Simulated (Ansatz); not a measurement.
```yaml
crystal:
  periodic: [false, false, false]
  atoms:
    - {symbol: B, position_ang: [-1.753106, -0.034375, 2.432481]}
    - {symbol: N, position_ang: [0.059338, -0.317211, 0.446649]}
    - {symbol: B, position_ang: [2.349154, -1.697688, 0.846206]}
    - {symbol: Si, position_ang: [-0.462275, 1.171297, -2.456463]}
    - {symbol: F, position_ang: [0.684081, 3.957767, -2.354223]}
    - {symbol: H, position_ang: [-1.377707, -1.031140, 4.421451]}
    - {symbol: H, position_ang: [-3.615830, 1.197633, 2.064648]}
    - {symbol: H, position_ang: [3.866465, -1.833610, -0.827792]}
    - {symbol: H, position_ang: [2.707526, -2.689646, 2.840441]}
    - {symbol: H, position_ang: [0.872870, -0.226235, -4.469235]}
    - {symbol: H, position_ang: [-3.207308, 1.395493, -2.905421]}
basis:
  gaussian: {orbitals: cc-pVTZ, fitting: {mean_field: cc-pVTZ-jkfit}, point_charges: [{charge: 0.50, position_ang: [4.637, -0.810, -0.082]}]}
hamiltonian: {xc: {name: revPBE}, dispersion: d3bjatm}
scf: {lower_state_search: off}
output: {forces: true}
```

```sh
$ ansatz run in.yaml --threads 4 --pin off --events-out ev --progress --plain --max-ram 10444MiB
```

It prints (some lines left out):

```
Functional definition: revPBE
617 factors; integrals over basis functions are off by at most 8.5e-1 eV
mean field evaluation 1: about -13428.2792 eV, gradient 1.3e2 eV
mean field evaluation 2: about -12373.6599 eV, gradient 3.2e2 eV
mean field evaluation 4: about -13335.6899 eV, gradient 1.7e2 eV
mean field evaluation 8: about -13498.8400 eV, gradient 9.0e0 eV
mean field evaluation 16: about -13501.5254 eV, gradient 3.9e-1 eV
mean field -13501.53691473 eV, -496.1723299459 hartree, gradient 2.7e-6 eV, S^2 0.000000; 0 other end points of the search recorded, 0 dependent functions left out
reference -13501.53699292 eV, -496.1723328193 hartree; 23, 23 occupied and 215, 215 virtual orbitals, 617 factors
Total energy: -13502.00253360 eV, -496.1894411236 hartree
Atom 0 at    -1.753106    -0.034375     2.432481 Å, force    -0.135379     0.150835     0.585480 eV/Å
Atom 1 at     0.059338    -0.317211     0.446649 Å, force    -0.017177    -0.662660     0.392334 eV/Å
Atom 2 at     2.349154    -1.697688     0.846206 Å, force     0.045312     0.148660     0.577452 eV/Å
Atom 3 at    -0.462275     1.171297    -2.456463 Å, force     0.104163     0.694404    -0.451122 eV/Å
Atom 4 at     0.684081     3.957767    -2.354223 Å, force    -0.659373    -1.639487    -0.066749 eV/Å
Atom 5 at    -1.377707    -1.031140     4.421451 Å, force    -0.352432     0.963304    -2.039626 eV/Å
Atom 6 at    -3.615830     1.197633     2.064648 Å, force     1.870988    -1.237385     0.266129 eV/Å
Atom 7 at     3.866465    -1.833610    -0.827792 Å, force    -0.902924     0.567557     1.689362 eV/Å
Atom 8 at     2.707526    -2.689646     2.840441 Å, force    -0.295359     0.890333    -1.996357 eV/Å
Atom 9 at     0.872870    -0.226235    -4.469235 Å, force    -0.709802     0.752563     1.105303 eV/Å
Atom 10 at    -3.207308     1.395493    -2.905421 Å, force     1.476225    -0.122985     0.259813 eV/Å
Dipole moment:    -1.598639    -0.682495     0.573091 e Å
Checks for a lower state left out: stability, starts, cluster_reference, orbital_swaps, neighbouring_geometries, increment
```

Q: What is wrong with this run?

A: The coordinates are in bohr but typed as ångström. Self-consistency was reached. The result belongs to that input, not to the molecule as meant.
